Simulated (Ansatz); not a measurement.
Frontier orbitals of C$_{3}$H$_{7}$GaO (`C=[C](C)[GaH][OH]`).

```csv
atom,x (Å),y (Å),z (Å)
C1,-1.7352,0.0553,0.5365
C2,-0.4585,0.1923,0.1751
C3,0.2422,1.5145,0.2104
Ga4,0.4766,-1.4139,-0.4091
O5,2.1864,-1.1382,-0.8754
H6,-2.3294,0.9041,0.8756
H7,-2.2475,-0.9024,0.5108
H8,1.1182,1.4786,0.8645
H9,0.6187,1.7873,-0.7797
H10,-0.4196,2.3124,0.5613
H11,-0.1040,-2.8650,-0.5061
H12,2.6520,-1.9249,-1.1640
```

Charge 0, multiplicity 1. Correlated methods include outer-core shells of Ga, which these sets cover unevenly. Scalar relativity is left out up to krypton. The geometry is a stationary point of PBE0-D4/def2-TZVP. It is one conformer, not always the lowest. Basis def2-TZVPP, Ansatz.

Orbital energies of one run (eV). Highest occupied ones, from the top: -6.73, -7.04, -7.56, -7.68, -9.28, -9.99, -10.50, -10.71, -11.56, -12.45, -14.07, -18.12, -20.26, -20.36. Empty: -1.85, -0.22, -0.08, 0.57, 1.18, 1.86.

Question: Which functional gave them?
A. LC-ωPBE
B. BLYP
C. r2SCANh
D. B97M-V

Answer: D. HOMO energies: B97M-V -6.73, r2SCANh -7.14, LC-ωPBE -10.32, BLYP -6.36 eV.

LC-ωPBE has ω = 0.4 bohr⁻¹.
